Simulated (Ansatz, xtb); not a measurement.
**Relative energy of two isomers of C6H7BS**

Structure X is `Bc1ccc(C=C)s1`, a singlet and structure Y is `Bc1cc(C=C)cs1`, a singlet. Both are isolated molecules in the gas phase, relaxed with r2SCAN-D4/def2-SVP, each in the lowest conformer that the search found.

Energies in hartree; the thermal terms are from GFN2-xTB frequencies at re-optimised GFN2-xTB minima (ideal gas, soft modes damped towards free rotors, one conformer each, 298.15 K, 1 atm) and include the zero-point energy:

```
                              X           Y
E, CCSD(T)/def2-SVP  −654.248558  −654.246399
    E, MP2/def2-SVP  −654.143160  −654.140312
  E, MP2/def2-TZVPP  −654.788890  −654.786653
  zero-point energy     0.107679     0.107678
       H(298 K) − E     0.116917     0.116952
       G(298 K) − E     0.074925     0.074743
```

Problem. Correct the CCSD(T) difference for the basis set by the MP2 change, then work out ΔE, ΔE₀, ΔH and ΔG for X → Y in kcal/mol (1 Eh = 627.51 kcal/mol) and the equilibrium ratio [Y]/[X].

Solution. 1. Differences Y − X: CCSD(T) +0.002159, MP2 in the small set +0.002848, MP2 in the large set +0.002237 Eh.
2. ΔE = +0.002159 + (+0.002237 − (+0.002848)) = +0.001548 Eh = +0.97 kcal/mol.
3. ΔE₀ = ΔE + ΔZPE = +0.001548 + (−0.000001) Eh = +0.97 kcal/mol.
4. ΔH = ΔE + (+0.000035) Eh = +0.99 kcal/mol.
5. ΔG = ΔE + (−0.000182) Eh = +0.86 kcal/mol, so ΔS = (ΔH − ΔG)/T = +1.9 J/(mol K).
6. kT = 0.9442 mEh, so K = [Y]/[X] = exp(−ΔG/kT) = exp(−1.45) ≈ 0.24.

The two are too close for this level to say which is favoured. An error of 1 kcal/mol in ΔG would change K by a factor of 5.4. Mirror images and further conformers aren't counted.

As drawn, both hold the same kinds of bond in the same numbers.

Other levels gave ΔE = +1.9 (GFN2-xTB); +1.3 (HF/STO-3G, GFN2-xTB geometries); +2.4 (r2SCAN-D4/def2-SVP//GFN2-xTB); +2.4 (r2SCAN-D4/def2-SVP); +1.1 (HF/def2-SVP); +1.8 (MP2/def2-SVP); +1.4 (CCSD(T)/def2-SVP) kcal/mol. The correlated steps freeze 12 core orbitals. Programs: Ansatz 0.2.0, xtb 6.7.1.
